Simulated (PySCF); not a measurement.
## Where the electron goes

Compound: C4H5BO.
Structure used (PBE0-D3(BJ)/def2-SVP), in Å, numbered top down from 1:
```xyz
11
C4H5BO angstrom
B      1.9913   -0.1917   -0.0398
C      0.4706   -0.1396   -0.1391
C     -0.4964    0.6783    0.5595
C     -1.7195    0.3211    0.0967
O     -1.5979   -0.6597   -0.8405
C     -0.2997   -0.9244   -0.9726
H      2.5907    0.5313    0.7224
H      2.6104   -0.9680   -0.7320
H     -0.2821    1.4344    1.3121
H     -2.7345    0.6446    0.3120
H     -0.0344   -1.6955   -1.6938
```

The calculation used TDDFT PBE0/def2-SVPD, vertical, gas phase, core orbitals frozen in the response (PySCF).

Kohn–Sham orbitals with the atoms that hold most of them (Löwdin shares over 4%, at most four atoms; ? is withheld):

```
orbital  ε (eV)                          atoms
 LUMO+2    0.79  B1 34%, C4 12%, C6 11%, C3 9%
 LUMO+1    0.09  C4 28%, C3 21%, O5 15%, C6 9%
   LUMO   -1.72  B1 41%, C6 18%, C2 15%, O5 8%
   HOMO   -7.18                              ?
 HOMO-1   -8.59                              ?
 HOMO-2   -9.12  B1 39%, H8 21%, H7 20%, C2 8%
 HOMO-3   -9.90  B1 36%, C2 26%, H7 10%, H8 9%
```

(1) Which atoms hold the HOMO, and with what shares?

(2) Which atoms hold the HOMO-1, and with what shares?

(3) The HOMO–LUMO gap is 5.46 eV. Where does the response calculation put the lowest singlet, and from which orbitals?

(4) One configuration dominates each of S1, S2, S3 and S5. Which, and how do the shares of the two leading atoms of either orbital change from the occupied to the empty one?

Answers

(1) C4 (bonded to C, O and H) 29%; C6 (bonded to C, O and H) 23%; C3 (bonded to 2 C and H) 18%; C2 (bonded to B and 2 C) 14%.

(2) C2 (bonded to B and 2 C) 29%; C3 (bonded to 2 C and H) 24%; O5 (bonded to 2 C) 22%; C6 (bonded to C, O and H) 8%. By element: carbon 61% or more, oxygen 22%.

(3) S1 is at 4.65 eV (f = 0.050), 0.81 eV below the gap, made of HOMO→LUMO (95%). 

(4) 
- S1 (4.65 eV, f 0.050), HOMO→LUMO (95%): C4 29% → at most 9%, C6 23% → 18%, B1 at most 14% → 41%
- S2 (5.60 eV, f 0.0001), HOMO-2→LUMO (99%): B1 39% → 41%, H8 21% → at most 9%, C6 at most 9% → 18%
- S3 (5.96 eV, f 0.176), HOMO-1→LUMO (91%): C2 29% → 15%, C3 24% → at most 9%, B1 at most 8% → 41%, C6 8% → 18%
- S5 (6.63 eV, f 0.333), HOMO→LUMO+1 (90%): C4 29% → 28%, C6 23% → 9%, C3 18% → 21%

The run took 44 s on an Arm Neoverse V1 with one thread, on a shared host.
